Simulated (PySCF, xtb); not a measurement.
Ti(OEt)(H)3 (C2H8OTi), SMILES CC[O][TiH3], multiplicity 1.

GFN2-xTB (xtb) at its own geometry gives an orbital gap of 2.71 eV and a dipole moment of 4.01 D.

Coordinates come from a PBE-D3(BJ)/def2-SVP optimisation. The multiplicity is an assumed one; no other spin state was optimised. The structure was generated by enumeration; whether it is a known compound was not checked. Other conformers were not sampled.

Task: What does PBE/def2-TZVP run with PySCF give? (An estimate is asked for; the answer gives what the named calculation found.)

Result: gap 3.42 eV (levels -6.64 and -3.22 eV), dipole 2.81 D.
